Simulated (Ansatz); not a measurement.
Isolated molecules relaxed with PBE0-D4/def2-TZVP in Ansatz; ΔE leaves out vibrations. CBS: MP2 limit from def2 TZ/QZ plus the TZ coupled-cluster correction, frozen cores. DFT in def2-TZVPP. For As outer-core shells are correlated without core-valence functions, which leaves a few kJ/mol of doubt a bond. Scalar relativity is left out up to krypton. Each species was taken in one conformer, which may not be the lowest.

Consider the ligand exchange at the Si–C bond: `OC([SiH3])[AsH2]` + `NC[SiH2]S` → `NC[SiH2]S[SiH3]` + `OC[AsH2]`.

`OC([SiH3])[AsH2]`:

Cartesian coordinates in Å:
```
O 0.467 -1.636 -0.771
C 0.313 -0.240 -0.594
Si -1.375 0.076 0.181
As 1.812 0.490 0.512
H 1.318 -1.811 -1.185
H 0.377 0.300 -1.550
H -1.432 -0.570 1.517
H -1.547 1.545 0.328
H -2.467 -0.460 -0.675
H 1.128 0.356 1.867
H 1.405 1.950 0.370
```

`NC[SiH2]S`:

```xyz
11

N     1.395   -1.146   -0.239
C     0.465   -0.361    0.564
Si   -0.404    0.866   -0.566
S    -1.952    1.946    0.447
H     1.976   -1.740    0.338
H     0.900   -1.745   -0.887
H     1.030    0.227    1.295
H    -0.271   -0.944    1.139
H    -0.960    0.124   -1.731
H     0.530    1.913   -1.043
H    -2.709    0.861    0.684
```

`NC[SiH2]S[SiH3]`:

Z-matrix (Å, degrees):
```
C
Si 1 1.885
N 1 1.462 2 114.1
H 1 1.095 2 109.3 3 -122.4
H 1 1.095 2 109.6 3 122.5
S 2 2.148 1 109.6 3 -54.3
H 2 1.491 1 112.9 3 -176.2
H 2 1.487 1 109.7 3 60.9
H 3 1.013 1 110.7 2 -62.6
H 3 1.014 1 110.1 2 55.1
Si 6 2.135 2 97.1 1 -85.1
H 11 1.487 6 110.7 2 46.8
H 11 1.484 6 111.0 2 -74.0
H 11 1.483 6 106.9 2 166.2
```

`OC[AsH2]`:

Z-matrix (Å, degrees):
```
C
As 1 2.000
O 1 1.404 2 111.5
H 1 1.091 2 107.0 3 -116.6
H 1 1.094 2 110.4 3 125.7
H 2 1.528 1 93.9 3 -74.3
H 2 1.526 1 94.7 3 -166.1
H 3 0.961 1 108.7 2 70.1
```

Task: Is it downhill or uphill in electronic energy at CCSD(T)/CBS, and by how much? (Estimate.)

Result: The calculation gave: Downhill: ΔE = -69.0 kJ/mol.

Task: What do these levels give: PBE-D4, r2SCAN-D4, PBE0-D4, ωB97X-V, ωB97M-V, PBE0, MP2/def2-TZVPP, SCS-MP2/def2-TZVPP, CCSD(T)/def2-TZVPP, HF/def2-QZVPP, HF/CBS(def2), MP2/CBS(def2)? (Best estimate.)

Result: Ansatz gave: PBE-D4 -74.7, r2SCAN-D4 -75.2, PBE0-D4 -75.0, ωB97X-V -69.3, ωB97M-V -69.1, PBE0 -73.4, MP2/def2-TZVPP -71.0, SCS-MP2/def2-TZVPP -69.2, CCSD(T)/def2-TZVPP -67.5, HF/def2-QZVPP -69.0, HF/CBS(def2) -69.0, MP2/CBS(def2) -72.5 kJ/mol.

Largest T1 diagnostic among the species: 0.012.
